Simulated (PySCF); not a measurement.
Calculation: PBE-D3(BJ)/def2-TZVP // r2SCAN-D4/def2-SVP (PySCF). All species are isolated molecules in the gas phase. One relaxed conformer stands for a flexible species; it need not be the lowest. 

Reference species: [Nb(Cl)4(NH2)] (neutral, multiplicity 1).

```json
{
  "mean_distance_from_the_central_atom_to_its_bonded_neighbours": "2.244 Å",
  "charge on the central atom (Mulliken)": "1.20 e",
  "HOMO–LUMO gap": "2.68 eV",
  "HOMO": "-7.38 eV"
}
```

Changed species: [Nb(NH2)5] (5 of 5 Cl replaced by NH2; the reference has 1 of 5 Cl replaced by NH2).

**Question.** What does the change do to the mean distance from the central atom to its bonded neighbours, charge on the central atom (Mulliken), HOMO–LUMO gap and HOMO?

**Answer.** the mean distance from the central atom to its bonded neighbours decreases by 0.232 Å, to 2.012 Å; the charge on the central atom (Mulliken) increases by 0.41 e, to 1.61 e; the HOMO–LUMO gap rises by 0.73 eV, to 3.41 eV; the HOMO increases by 2.25 eV, to -5.13 eV.
